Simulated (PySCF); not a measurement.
PySCF input file for Mo(O)2(F)(NH2) (FH2MoNO2), SMILES [NH2][Mo](=[O])(=[O])[F], multiplicity 1, PBE-D3(BJ)/def2-SVP. Coordinates come from a PBE-D3(BJ)/def2-SVP optimisation. The spin state was assumed, not searched. The structure was generated by enumeration; whether it is a known compound was not checked. The def2 effective core potentials stand for the cores of Mo; spin–orbit coupling is left out. Other conformers were not sampled.

```python
import numpy as np
from pyscf import gto, scf, dft, df
from pyscf.hessian import thermo

mol = gto.M(
    atom='''
    Mo    0.05256399    0.04015585   -0.00000000
    O     1.00397955    0.20568732    1.39681049
    O     1.00397950    0.20568734   -1.39681052
    F    -1.31384343    1.31311896    0.00000003
    N    -0.69027403   -1.73994207    0.00000001
    H    -0.80742542   -2.30800961    0.84628628
    H    -0.80742545   -2.30800960   -0.84628627
    ''',
    basis='def2-SVP',
    ecp={'Mo': 'def2-svp'},
    charge=0,
    spin=0,
    max_memory=1600,
    verbose=3,
)
mf = dft.RKS(mol, xc='pbe').density_fit(auxbasis='def2-universal-jkfit')
mf.disp = 'd3bj'
mf.grids.level = 3
mf.conv_tol = 1e-11
mf.max_cycle = 100
mf.kernel()

# analytic Hessian; the response equations are solved on a coarser grid
h, args, fine = mf.Hessian(), (mf.mo_energy, mf.mo_coeff, mf.mo_occ), mf.grids
h.max_memory = max(150, 2.5e-5 * df.make_auxmol(mol, mf.with_df.auxbasis).nao * mol.nelec[0] * (mol.nelec[0] + mol.nao))  # MB; small integral blocks
h1ao = h.make_h1(mf.mo_coeff, mf.mo_occ)
mf.grids = dft.Grids(mol).set(level=1).build(with_non0tab=True)
mo1, mo_e1 = h.solve_mo1(*args, h1ao)
mf.grids = fine
hess = h.hess_elec(*args, mo1, mo_e1, h1ao) + h.hess_nuc()
if mf.do_disp():
    hess += h.get_dispersion()
for i in range(mol.natm):  # the analytic DFT Hessian lacks the response of the grid: restore translational invariance
    hess[i, i] -= hess[i].sum(axis=0)
hess = (hess + hess.transpose(1, 0, 3, 2)) / 2
vib = thermo.harmonic_analysis(mol, hess, imaginary_freq=False)
thermo.dump_normal_mode(mol, vib)
th = thermo.thermo(mf, vib['freq_au'][vib['freq_au'] > 0], 298.15, 101325)
thermo.dump_thermo(mol, th)
g0 = mf.nuc_grad_method().set(verbose=0).kernel()

# dipole derivatives [dipole axis, atom, xyz] from the same response
r, irp = mol.intor('int1e_r'), mol.intor('int1e_irp').reshape(3, 3, mol.nao, mol.nao)
sl, dm0, ok = mol.aoslice_by_atom(), np.array(mf.make_rdm1()), []
dmu = np.einsum('a,xt->xat', mol.atom_charges(), np.eye(3))
for a, (_, _, p0, p1) in enumerate(sl):
    dmu[:, a] += 2 * np.einsum('xtij,ij->xt', irp[:, :, :, p0:p1], dm0.reshape(-1, mol.nao, mol.nao).sum(0)[:, p0:p1])
    for u, c, occ, f in [(mo1, mf.mo_coeff, mf.mo_occ, 4)]:
        dmu[:, a] -= f * np.einsum('tui,xuv,vi->xt', u[a], r, c[:, occ > 0], optimize=True)
L = vib['norm_mode']
ir = 974.8801 * (np.einsum('xat,kat->kx', dmu, L) ** 2).sum(1)       # km/mol
apt = np.einsum('xax->a', dmu) / 3
print('mode   freq/cm-1   IR/(km/mol)')
for k, w in enumerate(vib['freq_wavenumber']):
    print(f'{k + 1:4d} {w:11.2f} {ir[k]:13.3f}')
print('max |gradient| / (hartree/bohr):', abs(g0).max())
print('APT charges:', apt.round(4))
```

Log of the run:

```
converged SCF energy = -374.134345384291

WARN: DFTD3 does not support analytical Hessian, using finite difference


WARN: Mole.unit (angstrom) is changed to Bohr

Mode                                 0                   1                   2
Irrep
Freq [cm^-1]                      194.1647            207.8398            224.6800
Reduced mass [au]                   6.1229              6.6476              4.5146
Force const [Dyne/A]                0.1360              0.1692              0.1343
Char temp [K]                     279.3598            299.0352            323.2644
Normal mode                   x     y     z       x     y     z       x     y     z
       0  Mo                 0.03  0.01  0.00    0.00 -0.00  0.03    0.00  0.00 -0.04
       1   O                 0.03  0.01  0.00    0.07 -0.09 -0.01   -0.06 -0.09  0.01
       2   O                 0.03  0.01 -0.00   -0.07  0.09 -0.01    0.06  0.09  0.01
       3   F                -0.08 -0.12 -0.00    0.00  0.00 -0.15   -0.00 -0.00  0.04
       4   N                -0.14  0.08 -0.00   -0.00 -0.00  0.03   -0.00  0.00  0.14
       5   H                -0.22  0.10  0.00    0.21 -0.09  0.00    0.12  0.12  0.24
       6   H                -0.22  0.10 -0.00   -0.21  0.09  0.00   -0.12 -0.12  0.24
Mode                                 3                   4                   5
Irrep
Freq [cm^-1]                      251.0152            322.6741            372.9105
Reduced mass [au]                  12.7279             14.7127              1.1282
Force const [Dyne/A]                0.4725              0.9025              0.0924
Char temp [K]                     361.1550            464.2561            536.5351
Normal mode                   x     y     z       x     y     z       x     y     z
       0  Mo                -0.00  0.04  0.00   -0.03 -0.00 -0.00   -0.00 -0.00  0.00
       1   O                 0.02 -0.13  0.00    0.12  0.02 -0.11    0.03 -0.04 -0.00
       2   O                 0.02 -0.13 -0.00    0.12  0.02  0.11   -0.03  0.04 -0.00
       3   F                -0.08 -0.02 -0.00   -0.03  0.02  0.00    0.00 -0.00 -0.03
       4   N                 0.07  0.03 -0.00   -0.03 -0.03  0.00   -0.00  0.00 -0.00
       5   H                 0.12  0.03  0.00    0.05 -0.05 -0.00   -0.56  0.32  0.14
       6   H                 0.12  0.03 -0.00    0.05 -0.05  0.00    0.56 -0.32  0.14
Mode                                 6                   7                   8
Irrep
Freq [cm^-1]                      485.9789            634.8304            681.9164
Reduced mass [au]                   1.2969              1.2380             16.0944
Force const [Dyne/A]                0.1805              0.2939              4.4095
Char temp [K]                     699.2154            913.3796            981.1259
Normal mode                   x     y     z       x     y     z       x     y     z
       0  Mo                -0.01 -0.00 -0.00   -0.00  0.00 -0.01    0.03 -0.02 -0.00
       1   O                 0.01 -0.00 -0.01   -0.01 -0.02 -0.01   -0.00  0.01  0.02
       2   O                 0.01 -0.00  0.01    0.01  0.02 -0.01   -0.00  0.01 -0.02
       3   F                -0.01  0.02 -0.00    0.00 -0.00  0.00   -0.14  0.14  0.00
       4   N                 0.12 -0.03  0.00   -0.00  0.00  0.11   -0.04 -0.07  0.00
       5   H                -0.59  0.15  0.02   -0.33 -0.47 -0.26   -0.01 -0.08 -0.00
       6   H                -0.59  0.15 -0.02    0.33  0.47 -0.26   -0.01 -0.08  0.00
Mode                                 9                  10                  11
Irrep
Freq [cm^-1]                      718.3846            995.8144           1006.2367
Reduced mass [au]                   5.9679             18.0724             17.5715
Force const [Dyne/A]                1.8146             10.5590             10.4824
Char temp [K]                    1033.5955           1432.7552           1447.7506
Normal mode                   x     y     z       x     y     z       x     y     z
       0  Mo                 0.01  0.05  0.00    0.00  0.00 -0.05   -0.03 -0.01 -0.00
       1   O                -0.00 -0.01  0.01    0.09  0.02  0.13    0.10  0.02  0.13
       2   O                -0.00 -0.01 -0.01   -0.09 -0.02  0.13    0.10  0.02 -0.13
       3   F                 0.04 -0.04  0.00   -0.00 -0.00  0.00    0.00  0.00  0.00
       4   N                -0.07 -0.20 -0.00    0.00  0.00  0.01   -0.00 -0.01  0.00
       5   H                -0.12 -0.21 -0.01    0.01 -0.04 -0.01   -0.00  0.00  0.01
       6   H                -0.12 -0.21  0.01   -0.01  0.04 -0.01   -0.00  0.00 -0.01
Mode                                12                  13                  14
Irrep
Freq [cm^-1]                     1451.0909           3461.3928           3564.2420
Reduced mass [au]                   1.1210              1.0486              1.0966
Force const [Dyne/A]                1.3907              7.4019              8.2081
Char temp [K]                    2087.7967           4980.1736           5128.1507
Normal mode                   x     y     z       x     y     z       x     y     z
       0  Mo                -0.00 -0.00  0.00   -0.00 -0.00 -0.00    0.00  0.00  0.00
       1   O                 0.00 -0.00  0.00   -0.00 -0.00 -0.00    0.00 -0.00  0.00
       2   O                 0.00 -0.00 -0.00   -0.00 -0.00  0.00   -0.00  0.00  0.00
       3   F                -0.00 -0.00  0.00    0.00 -0.00  0.00   -0.00 -0.00  0.00
       4   N                 0.03  0.08 -0.00    0.01  0.05  0.00   -0.00 -0.00  0.08
       5   H                -0.14 -0.52 -0.40   -0.08 -0.36  0.58    0.08  0.38 -0.55
       6   H                -0.14 -0.52  0.40   -0.08 -0.36 -0.58   -0.08 -0.38 -0.55
temperature 298.1500 [K]
pressure 101325.00 [Pa]
Rotational constants [GHz] 3.73518 3.30517 3.14958
Symmetry number 1
Zero-point energy (ZPE) 0.03320 [Eh]   87166.921 [J/mol]
                           tot       elec      trans        rot        vib
Entropy [J/mol/K]       334.096      0.000    172.271    110.944     50.881
Cv [J/mol/K]             88.284      0.000     12.472     12.472     63.341
Cp [J/mol/K]             96.599      0.000     20.786     12.472     63.341
Internal energy [J/mol]                      3718.434   3718.434  96454.158
Internal energy [Eh]   -374.09478  -374.13435
Enthalpy [J/mol]                             6197.391   3718.434  96454.158
Enthalpy [Eh]          -374.09383
Gibbs free energy [J/mol]                  -45165.254 -29359.645  81284.075
Gibbs free energy [Eh] -374.13177
mode   freq/cm-1   IR/(km/mol)
   1      194.16         1.138
   2      207.84         3.223
   3      224.68         0.042
   4      251.02        16.113
   5      322.67         0.068
   6      372.91         1.713
   7      485.98       178.024
   8      634.83         7.651
   9      681.92        89.005
  10      718.38        90.100
  11      995.81       180.801
  12     1006.24        69.439
  13     1451.09        30.559
  14     3461.39       114.806
  15     3564.24        57.023
max |gradient| / (hartree/bohr): 0.0003850970508136019
APT charges: [ 2.0238 -0.6102 -0.6102 -0.5498 -0.6814  0.2139  0.2139]
```

The calculation finished and met its thresholds.

Cost: around 2.0 core-minutes (rough).
